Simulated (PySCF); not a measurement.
C2H7AlO2Si, SMILES [OH][Al](/[CH]=C/[SiH3])[OH].

The structure is a stationary point at r2SCAN-D4/def2-SVP. The structure was generated by enumeration; whether it is a known compound was not checked. The values are those of a single conformer.

Level of theory: IEF-PCM-ωB97X/def2-SVP (PySCF).

The values are the electrostatic part of the solvation free energy, E(continuum) − E(gas) at the gas-phase geometry, in a cavity of scaled van der Waals radii (PySCF's table); cavitation and dispersion terms are not included. A continuum can't describe solvent molecules that bind to the metal. In vacuum the orbital gap is 11.30 eV. The dipole moment in vacuum is 3.00 D.

Computed values in water (ε = 78.36), dimethylsulfoxide (ε = 46.83), acetone (ε = 20.49):
| solvent | ε | ΔG(elec) (kcal/mol) | dipole (D) | gap (eV) |
|---|---|---|---|---|
| water | 78.36 | -8.4 | 3.58 | 11.40 |
| dimethylsulfoxide | 46.83 | -8.2 | 3.57 | 11.40 |
| acetone | 20.49 | -7.9 | 3.55 | 11.40 |
